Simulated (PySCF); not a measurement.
Ligand exchange on a metal centre used in film growth or etching (Zn Cl-F). Gas-phase values, no solvent.

The charge on the central atom (meta-Löwdin) from two functionals at the same geometries (TPSS-D3(BJ)/def2-SVP), both in PySCF: PBE-D3(BJ)/def2-TZVP and B3LYP-D3(BJ)/def2-TZVP. B3LYP has the VWN-RPA correlation part, as in Gaussian. 

```csv
species,PBE-D3(BJ)/def2-TZVP (e)
0 of 2 Cl replaced by F,1.19
1 of 2 Cl replaced by F ([Zn(Cl)(F)]),1.28
2 of 2 Cl replaced by F ([Zn(F)2]),1.37
```

Problem. What does B3LYP-D3(BJ)/def2-TZVP give for each?

Solution. 
- 0 of 2 Cl replaced by F: 1.23
- 1 of 2 Cl replaced by F ([Zn(Cl)(F)]): 1.32
- 2 of 2 Cl replaced by F ([Zn(F)2]): 1.43
Over these rows, drawn at random from the members with no instability flagged (it was tested for open shells, ions and some series alone), PBE minus B3LYP-D3(BJ): mean -0.05 e, from -0.06 e to -0.04 e.
